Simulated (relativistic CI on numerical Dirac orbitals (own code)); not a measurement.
## What each ingredient does to the levels of Ga20+

Base calculation: Dirac-Coulomb-Breit CI, orbitals from a KLI potential per configuration, a model potential for QED, unscaled Slater integrals.

Configurations in the expansion (outside the closed core [Ne]): 3s, 3p, 3d, 4s, 4p, 4d, 4f, 5s, 5p, 5d, 5f, 5g, 6s, 6p, 6d, 7s, 7p. Levels of other configurations are missing.

Variants: (1) Breit term removed. Shifts of the energy above 3s ²S1/2, in eV, for the lowest level and the first level of each name with at least 55 % of one term (blank where a level changes its place among those of its configuration and J or its character, or is not in the variant):

```
    Level     Base    Δ(1)
 3s ²S1/2    0.000   0.000
3p ²P°1/2   45.317  -0.154
3p ²P°3/2   51.576  -0.002
 3d ²D3/2  112.609  +0.104
 3d ²D5/2  113.647  +0.198
 4s ²S1/2  376.198  +0.160
4p ²P°1/2  394.470  +0.095
4p ²P°3/2  396.944  +0.158
 4d ²D3/2  419.562  +0.198
 4d ²D5/2  420.029  +0.235
4f ²F°5/2  430.485  +0.254
4f ²F°7/2  430.666  +0.258
 5s ²S1/2  539.062  +0.210
5p ²P°1/2  548.146  +0.177
5p ²P°3/2  549.373  +0.209
 5d ²D3/2  560.334  +0.229
 5d ²D5/2  560.579  +0.247
5f ²F°5/2  565.812  +0.255
5f ²F°7/2  565.904  +0.258
 5g ²G7/2  566.430  +0.256
 5g ²G9/2  566.487  +0.256
 6s ²S1/2  624.264  +0.231
```

At this charge energies of transitions that change n are usually good to better than 1 %, and those within a shell (Δn = 0) to a few per cent.

Ionisation energy from the two ground configurations alone: base 806.556 eV; Breit term removed 806.814 eV. The NIST ASD value (semi-empirical) is 807.308 eV.
